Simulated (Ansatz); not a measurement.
`[OH][GeH2][GeH2][F]` and `[OH][GeH2][GeH2][OH]` differ in one atom or group.

Ansatz, PBE0-D4/def2-TZVP geometries, multiplicity 1. Each molecule was computed in one conformer, which needn't be the lowest.

Scalar relativity is left out up to krypton.

```
                                          property  `[OH][GeH2][GeH2][F]`
               HOMO energy (B3LYP/def2-TZVPP) / eV                  -7.72
               HOMO–LUMO gap (PBE/def2-TZVPP) / eV                   4.75
  size of the dipole moment (B3LYP/def2-TZVPP) / D                   1.68
           HOMO–LUMO gap (ωB97M-V/def2-TZVPP) / eV                  10.80
size of the dipole moment (ωB97M-V/def2-TZVPP) / D                   1.65
             HOMO–LUMO gap (B3LYP/def2-TZVPP) / eV                   6.46
```

Task: Give the same properties after the change, and the shifts. (Best estimate.)

Result: Ansatz gave: 
| property | `[OH][GeH2][GeH2][OH]` | shift |
| --- | --- | --- |
| HOMO energy (B3LYP/def2-TZVPP) / eV | -7.28 | 0.44 |
| HOMO–LUMO gap (PBE/def2-TZVPP) / eV | 4.58 | -0.17 |
| size of the dipole moment (B3LYP/def2-TZVPP) / D | 2.04 | 0.36 |
| HOMO–LUMO gap (ωB97M-V/def2-TZVPP) / eV | 10.56 | -0.24 |
| size of the dipole moment (ωB97M-V/def2-TZVPP) / D | 2.04 | 0.39 |
| HOMO–LUMO gap (B3LYP/def2-TZVPP) / eV | 6.27 | -0.19 |

With PBE0 the HOMO rises by 0.44 eV and the LUMO rises by 0.25 eV, so the gap narrows by about 0.19 eV. PBE moves the HOMO by 0.43 eV and ωB97M-V by 0.43 eV. Dipoles are sizes alone; their direction can turn.

B3LYP here is the variant with VWN-RPA as its local correlation; programs differ in this.
